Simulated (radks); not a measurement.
The selenium ion Se2+, configuration [Ar] 3d10 4s2 4p1 7d1 (not the ground configuration). Method: scalar-relativistic Kohn-Sham, r2SCAN, spin-polarised, spherical densities, finite nucleus; open shells are filled with parallel spins first; meta-GGA in the generalised Kohn-Sham scheme; Fermi nuclear charge, rms radius 4.14 fm; computed with a radial shooting solver on a logarithmic mesh with Libxc functionals.

Radial electron density D(r) = 4 pi r^2 rho(r):

```
   r/bohr * D(r) (the largest magnitude, 49.2, reaches the edge; | marks zero)
 0.002846 |  *
 0.003367 |   *
 0.003983 |    *
 0.004674 |      *
 0.005529 |        *
  0.00654 |           *
 0.007675 |              *
 0.009079 |                  *
  0.01065 |                      *
   0.0126 |                           *
  0.01491 |                                *
   0.0175 |                                    *
   0.0207 |                                         *
  0.02448 |                                            *
  0.02873 |                                              *
  0.03399 |                                              *
  0.03988 |                                            *
  0.04718 |                                         *
  0.05581 |                                      *
  0.06549 |                                     *
  0.07748 |                                       *
  0.09092 |                                           *
   0.1076 |                                                 *
   0.1272 |                                                      *
   0.1493 |                                                      *
   0.1766 |                                                 *
   0.2089 |                                        *
   0.2452 |                                *
     0.29 |                            *
   0.3403 |                              *
   0.4026 |                                  *
   0.4763 |                                    *
   0.5589 |                                 *
   0.6611 |                          *
   0.7821 |                 *
   0.9178 |          *
    1.086 |      *
    1.274 |   *
    1.507 |  *
    1.783 | *
    2.092 | *
    2.475 |*
    2.904 *
    3.436 *
    4.064 *
    4.769 *
    5.642 *
    6.674 *
    7.832 *
    9.265 *
    10.87 *
    12.86 *
    15.21 *
    17.85 *
    21.12 *
    24.98 *
    29.32 *
```

D(r) has 6 maxima, at r = 0.0309, 0.139, 0.472, 9.19, 17.3, 17.6 bohr, and minima at 0.0645, 0.297, 17.4 bohr, inside which lie 2.07, 10.98, 31.53 electrons.
